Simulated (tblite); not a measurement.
Compound: C6H5B2 (doublet state).
SMILES with atom numbers: `[CH:1]#[C:2][C:3]1=[CH:4][BH:5][CH:6]=[C:7][BH:8]1` (hydrogens: H9 on C1; H10 on C4; H11 on B5; H12 on C6; H13 on B8)
Bond orders are those of one Lewis drawing.

Computed with GFN2-xTB (tblite), gas phase: L-BFGS steps from a force-field or distance-geometry start until the largest atomic force falls under 0.01 eV/Å.

The end geometry, which sets the zero of energy:
```
atom  x, y, z in Å
C1      3.2209    0.2822   -0.2180
C2      2.0228    0.2073   -0.1215
C3      0.6228    0.1301   -0.0041
C4     -0.0717   -0.9603   -0.4810
B5     -1.5628   -1.0835   -0.3777
C6     -2.3470    0.1194    0.3214
C7     -1.4788    0.9972    0.6714
B8     -0.0658    1.3467    0.6911
H9      4.2649    0.3340   -0.3093
H10     0.5253   -1.7405   -0.9452
H11    -2.2297   -1.9675   -0.7527
H12    -3.4108    0.0617    0.4113
H13     0.5055    2.2738    1.0966
```

Question: These geometries come from the run, each turned onto the end geometry. Order them by energy, lowest first.
A.
```
atom  x, y, z in Å
C1      3.2433    0.2551   -0.2347
C2      2.0432    0.2147   -0.1242
C3      0.6383    0.1499   -0.0019
C4     -0.0637   -0.9412   -0.4706
B5     -1.5491   -1.0584   -0.3667
C6     -2.3827    0.1331    0.3321
C7     -1.4956    0.9972    0.6684
B8     -0.0814    1.3383    0.6876
H9      4.2929    0.2994   -0.3273
H10     0.5114   -1.7364   -0.9400
H11    -2.1746   -1.9671   -0.7558
H12    -3.4476    0.0469    0.4091
H13     0.4613    2.2691    1.1064
```
B.
```
atom  x, y, z in Å
C1      3.2562    0.2532   -0.2366
C2      2.0546    0.2086   -0.1308
C3      0.6391    0.1432   -0.0035
C4     -0.0548   -0.9472   -0.4770
B5     -1.5524   -1.0667   -0.3690
C6     -2.3780    0.1471    0.3379
C7     -1.5358    1.0406    0.6943
B8     -0.1032    1.3390    0.6910
H9      4.3107    0.3016   -0.3279
H10     0.5139   -1.7479   -0.9452
H11    -2.1669   -1.9797   -0.7634
H12    -3.4414    0.0517    0.4112
H13     0.4536    2.2572    1.1013
```
C.
```
atom  x, y, z in Å
C1      3.2630    0.2522   -0.2376
C2      2.0630    0.2051   -0.1349
C3      0.6399    0.1347   -0.0063
C4     -0.0461   -0.9472   -0.4800
B5     -1.5569   -1.0713   -0.3695
C6     -2.3732    0.1530    0.3398
C7     -1.5680    1.0669    0.7109
B8     -0.1115    1.3388    0.6922
H9      4.3193    0.3026   -0.3282
H10     0.5161   -1.7546   -0.9482
H11    -2.1635   -1.9871   -0.7678
H12    -3.4366    0.0553    0.4127
H13     0.4500    2.2522    1.0992
```
D.
```
atom  x, y, z in Å
C1      3.2340    0.2639   -0.2297
C2      2.0350    0.2114   -0.1237
C3      0.6330    0.1449    0.0006
C4     -0.0614   -0.9465   -0.4784
B5     -1.5510   -1.0745   -0.3723
C6     -2.3636    0.1143    0.3211
C7     -1.4931    0.9904    0.6666
B8     -0.0802    1.3509    0.6919
H9      4.2792    0.2973   -0.3274
H10     0.5338   -1.7303   -0.9388
H11    -2.2151   -1.9581   -0.7477
H12    -3.4273    0.0515    0.4078
H13     0.4723    2.2852    1.1121
```
E.
```
atom  x, y, z in Å
C1      3.2917    0.2524   -0.2405
C2      2.0538    0.2013   -0.1367
C3      0.6656    0.1493   -0.0012
C4     -0.0957   -0.9675   -0.4853
B5     -1.5297   -1.0731   -0.3732
C6     -2.3610    0.1885    0.3562
C7     -1.5726    1.0645    0.7101
B8     -0.1651    1.3385    0.6983
H9      4.3187    0.3034   -0.3276
H10     0.5256   -1.7671   -0.9554
H11    -2.1605   -1.9953   -0.7723
H12    -3.4251    0.0579    0.4129
H13     0.4500    2.2479    1.0971
```

Answer: D (0.003 eV), A (0.015 eV), B (0.059 eV), C (0.135 eV), E (0.463 eV).

In the order of the answer:

| step | E above end (eV) | largest force (eV/Å) | rms force component (eV/Å) | rms distance from end (Å) | rms bond change (Å) | bond most changed (Å) |
| --- | --- | --- | --- | --- | --- | --- |
| 12 | 0.003 | 0.08 | 0.026 | 0.023 | 0.001 | C7–B8 +0.003 |
| 6 | 0.015 | 0.42 | 0.108 | 0.035 | 0.006 | B5–C6 +0.016 |
| 5 | 0.059 | 0.65 | 0.201 | 0.045 | 0.012 | B5–C6 +0.032 |
| 4 | 0.135 | 1.56 | 0.416 | 0.055 | 0.018 | B5–C6 +0.036 |
| 2 | 0.463 | 4.17 | 1.357 | 0.067 | 0.041 | B5–C6 +0.081 |

What follows is the cost of the whole relaxation. The run took 0.17 s on one thread of an Arm Neoverse V2 (shared host).
